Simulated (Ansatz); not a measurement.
`CN(C)c1ccc(-c2ccc(-c3ccc(-c4ccc(C#N)s4)s3)s2)s1` with charge -1. The state is a doublet with charge -1. Geometry PBE-D4/def2-SVP, that of the neutral singlet; atoms count from 1.

```xyz
39

C    -2.323   -4.408    5.358
N    -1.934   -4.898    4.051
C    -1.588   -6.296    3.885
C    -1.500   -4.012    3.097
C    -0.874   -4.281    1.874
C    -0.612   -3.106    1.127
C    -1.004   -1.924    1.752
C    -0.894   -0.563    1.307
C    -1.404    0.605    1.887
C    -1.096    1.779    1.164
C    -0.345    1.544    0.008
C     0.131    2.498   -0.957
C    -0.156    3.866   -1.045
C     0.490    4.507   -2.123
C     1.286    3.653   -2.892
C     2.080    3.944   -4.056
C     2.871    3.077   -4.821
C     3.519    3.710   -5.903
C     3.233    5.075   -5.987
C     3.700    6.013   -6.934
N     4.085    6.800   -7.721
S     2.148    5.569   -4.701
S     1.227    2.025   -2.240
S    -0.018   -0.174   -0.162
S    -1.719   -2.282    3.326
H    -3.041   -3.566    5.253
H    -2.833   -5.214    5.919
H    -1.459   -4.045    5.965
H    -2.106   -6.895    4.656
H    -1.918   -6.661    2.890
H    -0.490   -6.481    3.969
H    -0.617   -5.290    1.533
H    -0.139   -3.113    0.134
H    -1.993    0.594    2.815
H    -1.407    2.785    1.474
H    -0.830    4.376   -0.345
H     0.381    5.577   -2.352
H     2.970    2.008   -4.588
H     4.181    3.204   -6.617
```

Single mean-field runs in def2-TZVP are fitted with def2-universal-jkfit.

(1) Estimate the Mulliken populations of the heavy atoms from the PBE0/def2-TZVP orbitals of Ansatz.

(2) Where does the spin sit?

(3) And the Mayer bond orders between heavy atoms (over 0.3)?

Answers

(1) 
```
atom  charge (e)  spin (α − β)
  C1       -0.31          0.00
  N2       -0.05          0.01
  C3       -0.31          0.00
  C4        0.08          0.07
  C5       -0.24         -0.04
  C6       -0.25          0.12
  C7       -0.01         -0.07
  C8        0.08          0.15
  C9       -0.16         -0.07
 C10       -0.26          0.12
 C11        0.08         -0.03
 C12        0.09          0.13
 C13       -0.24         -0.03
 C14       -0.19          0.07
 C15        0.07          0.05
 C16        0.02          0.05
 C17       -0.23          0.08
 C18       -0.19         -0.03
 C19        0.12          0.14
 C20       -0.31         -0.04
 N21       -0.09          0.09
 S22       -0.03          0.08
 S23       -0.09          0.08
 S24       -0.07          0.05
 S25       -0.08          0.01
```
Mulliken values depend strongly on the basis.

(2) Summed by element: C 0.68, N 0.10, S 0.22, H -0.01, of 1 unpaired in all. Largest on single atoms: C8 0.15, C19 0.14, C12 0.13.

(3) C1–N2 0.99 (1.45 Å); N2–C3 0.99 (1.45 Å); N2–C4 1.16 (1.37 Å); C4–C5 1.52 (1.40 Å); C4–S25 1.18 (1.76 Å); C5–C6 1.28 (1.42 Å); C6–C7 1.47 (1.39 Å); C7–C8 1.01 (1.44 Å); C7–S25 1.23 (1.77 Å); C8–C9 1.36 (1.40 Å); C8–S24 1.23 (1.75 Å); C9–C10 1.36 (1.41 Å); C10–C11 1.41 (1.40 Å); C11–C12 1.05 (1.44 Å); C11–S24 1.23 (1.76 Å); C12–C13 1.38 (1.40 Å); C12–S23 1.23 (1.75 Å); C13–C14 1.41 (1.41 Å); C14–C15 1.30 (1.40 Å); C15–C16 1.12 (1.44 Å); C15–S23 1.22 (1.75 Å); C16–C17 1.32 (1.40 Å); C16–S22 1.27 (1.75 Å); C17–C18 1.42 (1.41 Å); C18–C19 1.43 (1.40 Å); C19–C20 0.99 (1.41 Å); C19–S22 1.15 (1.75 Å); C20–N21 3.06 (1.18 Å).
